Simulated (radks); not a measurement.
All-electron atom: neutral nickel in [Ar] 3d8 4p2 (not the ground configuration).

All-electron calculation, scalar-relativistic Kohn-Sham, PBEsol, spin-unpolarised, spherical densities, finite nucleus; Fermi nuclear charge, rms radius 3.7757 fm. Program: a radial shooting solver on a logarithmic mesh with Libxc functionals.

Energy parts (Ry):
part                       energy
total                 -3037.75853
kinetic                3079.58615
electron-nucleus      -7287.20530
Hartree                1293.44910
exchange-correlation   -123.58849

Orbitals (lengths in bohr, moments of r in powers of bohr; <r^-3> diverges for s and p1/2; r(90%) holds 90 % of the orbital's charge):
| orbital | occ. | eigenvalue (Ry) | <r^2> | r(90%) | <r^-3> |
|---|---|---|---|---|---|
| 1s | 2 | -603.2730 | 0.003940 | 0.0967 | - |
| 2s | 2 | -72.34566 | 0.07091 | 0.380 | - |
| 2p | 6 | -62.30038 | 0.05696 | 0.353 | 623.5 |
| 3s | 2 | -8.41179 | 0.6345 | 1.11 | - |
| 3p | 6 | -5.50766 | 0.7171 | 1.20 | 79.37 |
| 3d | 8 | -0.91607 | 1.311 | 1.73 | 7.049 |
| 4p | 2 | -0.20746 | 16.51 | 5.85 | 2.749 |

The highest occupied level is 4p at -2.823 eV. Summed over all electrons, <r^2> = 49.57 bohr^2, which gives a Langevin (diamagnetic) susceptibility term of -39.3 x 10^-6 cm^3/mol.

Run on one thread of a shared host, so times are rough (AMD EPYC 7R43 64-Core Processor): 0.08 s of CPU time, 0.08 s wall, 14 iterations on 2381 mesh points.
